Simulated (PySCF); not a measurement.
**How methods differ on the ionisation energy of Ru⁴³⁺**

Ru⁴³⁺ 1s1 (2S) → Ru⁴⁴⁺ (bare nucleus), as a difference of total energies. Computed with PySCF 2.14 in an even-tempered Gaussian basis (17 s from 76 bohr⁻², ratio 2.2; 7 p from 110 bohr⁻², ratio 2.4; 4 d from 340 bohr⁻², ratio 2.4; 3 f from 520 bohr⁻², ratio 2.4; 3 g from 770 bohr⁻², ratio 2.4), with scalar relativity by spin-free X2C-1e. The calculations carry no spin-orbit coupling.

| method | ionisation energy (eV) |
| --- | --- |
| UHF | 27056.0 |
| PBE | 27051.1 |
| r2SCAN | 27057.5 |
| BHandHLYP | 27055.9 |
| revPBE | 27057.0 |

Question: Estimate what LDA gives.

Answer: 27002.8 eV, closest to PBE among the rows shown.

Question: Estimate what PBE0 gives.

Answer: 27052.4 eV, closest to PBE among the rows shown.

For one electron Hartree-Fock is exact for this Hamiltonian up to the basis; QED and nuclear recoil make up the gap, and the density functionals add self-interaction.

For comparison: 27033.6 eV (theoretical estimate listed by NIST; NIST Atomic Spectra Database, ionization energies).
